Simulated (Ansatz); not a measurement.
Process, species as SMILES: [C]Br (C-Br) → Br atom + C atom
B3LYP-D3(BJ)/def2-TZVP geometries, fixed; electronic energies without zero-point terms.
Largest species:
```
C
Br 1 1.8310
```
Charge 0, spin multiplicity 2.

Basis-set convergence of the atomisation energy at r2SCAN with Ansatz (a program for electronic structure). All functions are spherical. The program fits the integrals of some runs and decomposes those of others, by size. Open shells are unrestricted. No added dispersion term, no relativity. Functions are those of the species that has most. Reference: the value in aug-cc-pV5Z, 87.17 kcal/mol, itself unsure by roughly 0.06 kcal/mol (its mean distance from pcseg-4, aug-pcseg-3, aug-cc-pVQZ). Deviations are taken from unrounded values.

```tsv
basis	functions	atomisation energy (kcal/mol)
cc-pVDZ	41	84.80
aug-cc-pVDZ	59	85.53
pcseg-1	41	83.26
aug-pcseg-1	59	83.87
def2-SVP	46	86.03
def2-SVPD	61	85.99
cc-pVTZ	73	86.64
aug-cc-pVTZ	105	86.93
pcseg-2	73	86.62
aug-pcseg-2	105	86.86
def2-TZVPP	79	87.09
def2-TZVPPD	94	87.18
cc-pVQZ	123	87.03
aug-cc-pVQZ	173	87.17
pcseg-3	128	87.03
aug-pcseg-3	178	87.08
def2-QZVPP	146	86.97
def2-QZVPPD	161	87.08
cc-pV5Z	195	87.10
aug-cc-pV5Z	267	87.17
```

What the diffuse functions change, pair by pair:
- cc-pVDZ to aug-cc-pVDZ: 18 more functions, deviation -2.37 to -1.64 kcal/mol
- pcseg-1 to aug-pcseg-1: 18 more functions, deviation -3.91 to -3.30 kcal/mol
- def2-SVP to def2-SVPD: 15 more functions, deviation -1.14 to -1.19 kcal/mol
- cc-pVTZ to aug-cc-pVTZ: 32 more functions, deviation -0.53 to -0.25 kcal/mol
- pcseg-2 to aug-pcseg-2: 32 more functions, deviation -0.55 to -0.31 kcal/mol
- def2-TZVPP to def2-TZVPPD: 15 more functions, deviation -0.09 to 0.01 kcal/mol
- cc-pVQZ to aug-cc-pVQZ: 50 more functions, deviation -0.14 to 0.00 kcal/mol
- pcseg-3 to aug-pcseg-3: 50 more functions, deviation -0.14 to -0.09 kcal/mol
- def2-QZVPP to def2-QZVPPD: 15 more functions, deviation -0.21 to -0.09 kcal/mol
- cc-pV5Z to aug-cc-pV5Z: 72 more functions, deviation -0.07 to 0.00 kcal/mol

Leaving out the reference's own pair, they bring the value nearer the reference by more than 0.06 kcal/mol in 7 of 9 pairs.
